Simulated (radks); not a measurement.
Problem. The mean radii <r> (bohr) of the occupied orbitals of an atom or ion are listed with their occupations. All-electron calculation, Dirac Kohn-Sham, B86b exchange with PBE correlation, spin-unpolarised, spherical densities, finite nucleus; Fermi nuclear charge, rms radius of each element as measured or else 0.836 A^(1/3) + 0.57 fm. Program: a radial shooting solver on a logarithmic mesh with Libxc functionals.

orbital  occ.      <r>
1s1/2       2  0.04699
2s1/2       2   0.2098
2p1/2       2   0.1812
2p3/2       4   0.1848
3s1/2       2   0.6240
3p1/2       2   0.6397
3p3/2       4   0.6504
3d3/2       4   0.7319
3d5/2       6   0.7372
4s1/2       2    2.030
4p1/2       1    2.527

Name the element and its charge. Open shells, if any, fill j = l - 1/2 first.

Solution. Z = 32, germanium, charge +1: Ge+ in [Ar] 3d10 4s2 4p1. The 1s radius gives Z: for a bare nucleus <r> = (2 gamma + 1)/(2Z) with gamma = sqrt(1 - (Z/c)^2), 0.04601 bohr for Z = 32, and screening makes it slightly larger (0.04699 here). The occupations add up to 31, and the charge is Z minus that.
